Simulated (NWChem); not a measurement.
SnClF, singlet; SMILES [Cl][Sn][F]

Computed with NWChem. Low-valent species are run as closed-shell singlets; no triplet was tried in these runs. Structure relaxed at the PBE0/def2-SVP (def2 core potentials past Kr) level.

What does the run give for PBE0/3-21G, non-relativistic? Quantities: highest occupied level (eV); orbital gap (eV); dipole (D).


| Item | Result |
|---|---|
| highest occupied level (eV) | -7.89 |
| orbital gap (eV) | 4.94 |
| dipole (D) | 3.71 |
